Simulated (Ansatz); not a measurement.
Consider the formal exchange of groups at the In–Cl bond: `[SiH3][In]([Cl])[Cl]` + CH₄ → `[CH3][In]([SiH3])[Cl]` + HCl.

Calculated with Ansatz (gas phase, PBE0-D4/def2-TZVP geometries, no zero-point term in ΔE). CBS: MP2 limit from def2 TZ/QZ plus the TZ coupled-cluster correction, frozen cores. This one scheme is used for every species. DFT in def2-TZVPP. B3LYP here is the variant with VWN-RPA as its local correlation; programs differ in this. def2 core potentials past Kr. For In outer-core shells are correlated without core-valence functions, which leaves a few kJ/mol of doubt a bond.

```tsv
level	ΔE (kJ/mol)	difference from CCSD(T)/CBS
PBE-D4	139.8	-2.3
r2SCAN-D4	148.6	6.5
B97M-V	154.3	12.2
B3LYP-D4	148.3	6.2
PBE	140.6	-1.5
PBE0	144.4	2.3
B3LYP	149.5	7.4
r2SCANh	149.3	7.2
r2SCAN0	150.0	7.9
LC-ωPBE	142.2	0.1
CCSD(T)/def2-SVP	152.7	10.6
SCS-MP2/def2-TZVPP	141.7	-0.4
CCSD/def2-TZVPP	139.3	-2.8
CCSD(T)/def2-TZVPP	137.3	-4.8
MP2/def2-QZVPP	141.7	-0.4
CCSD/CBS(def2)	144.1	2.0
CCSD(T)/CBS	142.1	0
```

Largest T1 diagnostic among the species: 0.013.

Leaving LDA and LC-ωPBE aside and taking each functional with its dispersion term where it has one, the values, not all of them listed here, spread over 15.8 kJ/mol, from revPBE-D4 to BHLYP-D4. LDA lies −8.3 kJ/mol from PBE without D4. From BLYP to BHLYP (50 % exact exchange), in def2-TZVPP and without D4, ΔE moves by +8.6 kJ/mol. At CCSD(T), def2-SVP lies +10.6 kJ/mol from the extrapolated value and def2-TZVPP −4.8 kJ/mol.
